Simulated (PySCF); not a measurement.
# UHF on Se (selenium, neutral)

Configuration: [Ar] 3d10 4s2 4p4, high-spin 3P determinant. Calculation: PySCF 2.14, in cc-pVDZ-DK; the spin-free X2C one-electron Hamiltonian (Gaussian nucleus).

```
Total energy                                                  : -2427.959365 hartree
One-electron energy                                           : -3379.2142 hartree
Hartree (Coulomb) energy                                      : 1038.1806 hartree
Exchange energy                                               : -86.9257 hartree
⟨S²⟩                                                          : 2.0061
⟨L²⟩                                                          : 2.019
Sum of ⟨r⟩                                                    : 25.21 bohr
Sum of ⟨r²⟩                                                   : 40.22 bohr²
Traceless quadrupole moment −½Σ⟨3z² − r²⟩ along its main axis : -2.60 e·bohr²
Langevin diamagnetic susceptibility                           : -31.9 ×10⁻⁶ cm³/mol
Time after the integrals                                      : 0.09 s of wall time on 1 thread of Neoverse-V1 (shared host)
```

| shell | electrons | mean orbital energy (hartree) | spread (hartree) | rms radius, mean of both spins (bohr) |
| --- | --- | --- | --- | --- |
| 1s α | 1 | -468.05598 | 0 | 0.0508 |
| 1s β | 1 | -468.04920 | 0 | 0.0508 |
| 2s α | 1 | -62.34175 | 0 | 0.212 |
| 2s β | 1 | -62.33808 | 0 | 0.212 |
| 2p α | 3 | -54.66166 | 0.00612 | 0.189 |
| 2p β | 3 | -54.65393 | 0.00236 | 0.189 |
| 3s α | 1 | -9.22010 | 0 | 0.612 |
| 3s β | 1 | -9.20652 | 0 | 0.612 |
| 3p α | 3 | -6.73132 | 0.02128 | 0.636 |
| 3p β | 3 | -6.71316 | 0.00053 | 0.636 |
| 3d α | 5 | -2.59441 | 0.02077 | 0.697 |
| 3d β | 5 | -2.58432 | 0.01210 | 0.697 |
| 4s α | 1 | -0.95497 | 0 | 1.97 |
| 4s β | 1 | -0.76170 | 0 | 1.97 |
| 4p α | 3 | -0.42081 | 0.06117 | 2.46 |
| 4p β | 1 | -0.33995 | 0 | 2.46 |

Densities and radii are taken from the X2C orbitals without a picture-change correction, which distorts them close to the nucleus.
